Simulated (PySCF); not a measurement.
**Orbital picture of MgTe**

PBE at R = 2.477 Å; Mg def2-SVP, Te def2-SVP with ECP28; scalar-relativistic core potentials (PySCF 2.14). State: ¹Σ⁺ (singlet), closed shell. Only the outer orbitals are listed, counted within each symmetry, core potentials removing the inner ones.

```json
{"orbital": "7σ", "occ.": "2", "ε (eV)": "-13.74", "on Mg (%)": "9", "main shells (%)": "91 Te s"}
{"orbital": "8σ", "occ.": "2", "ε (eV)": "-6.58", "on Mg (%)": "49", "main shells (%)": "49 Mg s, 47 Te p"}
{"orbital": "4π", "occ.": "2", "ε (eV)": "-4.55", "on Mg (%)": "15", "main shells (%)": "84 Te p, 13 Mg p"}
{"orbital": "4π", "occ.": "2", "ε (eV)": "-4.55", "on Mg (%)": "15", "main shells (%)": "84 Te p, 13 Mg p"}
{"orbital": "9σ", "occ.": "0", "ε (eV)": "-4.27", "on Mg (%)": "70", "main shells (%)": "40 Mg s, 31 Mg p, 30 Te p"}
{"orbital": "5π", "occ.": "0", "ε (eV)": "-1.45", "on Mg (%)": "89", "main shells (%)": "85 Mg p, 10 Te p"}
{"orbital": "5π", "occ.": "0", "ε (eV)": "-1.45", "on Mg (%)": "89", "main shells (%)": "85 Mg p, 10 Te p"}
```

Which are the highest filled and the lowest empty level, where do they sit, and how wide is the gap?

Highest filled 4π at -4.55 eV (in %: 84 Te p, 13 Mg p); lowest empty 9σ at -4.27 eV (in %: 40 Mg s, 31 Mg p, 30 Te p); the gap at PBE is 0.28 eV.

```json
{
  "bond order (Mayer)": "2.17",
  "⟨S²⟩": "0.000",
  "charge on Mg (Mulliken, basis-dependent)": "0.22",
  "charge on Mg (Löwdin, basis-dependent)": "-0.05",
  "dipole moment (positive dipole means Mg(−)Te(+))": "-6.03 D",
  "polarisability along the bond": "130.8 bohr³",
  "polarisability across the bond": "78.6 bohr³"
}
```

Spin–orbit coupling is left out.
